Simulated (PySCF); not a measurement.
Steps of a relaxation of [Tb(OH)4]−

[Tb(OH)4]− (singlet in the valence; each metal's 4f electrons, 8 of them, lie in its core potential, out of spins and levels). PySCF 2.14.0, RKS PBE0, Tb lcecp-1-SVP with ECP54, O def2-SVP, H def2-SVP; non-relativistic Hamiltonian with scalar-relativistic core potentials where named; density fitting; no spin-orbit coupling. Origin of the start: template. Columns: position (Å) and force (eV/Å). Energies are counted from the last step; some of the 21 steps are shown. Forces carry noise of the integration grid, about 0.01 to 0.03 eV/Å.

Run from Python with OMP_NUM_THREADS=2. Where DIIS fails, smearing, a level shift and second-order steps follow.
It took 100 s on 2 threads of Arm Neoverse V2, on a shared host, from the converged density of the start.

```xyz
9
step 0  E = 0.067 eV
Tb    0.0000    0.0000    0.0000     0.00    0.00    0.00
O     1.2498    1.2498    1.2498     0.14   -0.15   -0.02
H     2.0170    1.5220    1.7695    -0.48   -0.19   -0.34
O    -1.2498   -1.2498    1.2498    -0.14    0.15   -0.02
H    -2.0170   -1.5220    1.7695     0.48    0.19   -0.34
O     1.2498   -1.2498   -1.2498    -0.15   -0.14    0.02
H     1.5220   -2.0170   -1.7695    -0.19    0.48    0.34
O    -1.2498    1.2498   -1.2498     0.15    0.14    0.02
H    -1.5220    2.0170   -1.7695     0.19   -0.48    0.34
```

```xyz
9
step 7  E = 0.007 eV
Tb    0.0000    0.0000    0.0000     0.00    0.00    0.00
O     1.2615    1.2165    1.2068     0.01   -0.01    0.02
H     2.0153    1.5486    1.6889    -0.01    0.00   -0.01
O    -1.2615   -1.2165    1.2068    -0.01    0.01    0.02
H    -2.0153   -1.5486    1.6889     0.01    0.00   -0.01
O     1.2165   -1.2615   -1.2068    -0.01   -0.01   -0.02
H     1.5486   -2.0153   -1.6889     0.00    0.01    0.01
O    -1.2165    1.2615   -1.2068     0.01    0.01   -0.02
H    -1.5486    2.0153   -1.6889     0.00   -0.01    0.01
```

```xyz
9
step 13  E = 0.003 eV
Tb    0.0000    0.0000    0.0000     0.00    0.00    0.00
O     1.3117    1.1324    1.2288     0.00   -0.01   -0.02
H     1.9979    1.6175    1.6787     0.01    0.01    0.01
O    -1.3117   -1.1324    1.2288     0.00    0.01   -0.02
H    -1.9979   -1.6175    1.6787    -0.01   -0.01    0.01
O     1.1324   -1.3117   -1.2288    -0.01    0.00    0.02
H     1.6175   -1.9979   -1.6787     0.01   -0.01   -0.01
O    -1.1324    1.3117   -1.2288     0.01    0.00    0.02
H    -1.6175    1.9979   -1.6787    -0.01    0.01   -0.01
```

Task: Where does the relaxation end?

Result: It converges at step 20 in Td:
```xyz
9
step 20  E = 0
Tb    0.0000    0.0000    0.0000
O     1.3373    1.0981    1.2303
H     1.9316    1.6004    1.7804
O    -1.3373   -1.0981    1.2303
H    -1.9316   -1.6004    1.7804
O     1.0981   -1.3373   -1.2303
H     1.6004   -1.9316   -1.7804
O    -1.0981    1.3373   -1.2303
H    -1.6004    1.9316   -1.7804
```

Task: How did the contacts change?

Result: 
| contact | start (Å) | end (Å) |
| --- | --- | --- |
| Tb1–O2 (OH) | 2.165 | 2.123 |
| Tb1–O4 (OH) | 2.165 | 2.123 |
| Tb1–O6 (OH) | 2.165 | 2.123 |
| Tb1–O8 (OH) | 2.165 | 2.123 |


An lcecp potential fixes the number of 4f electrons, so in runs with it no electron can move into or out of that shell.
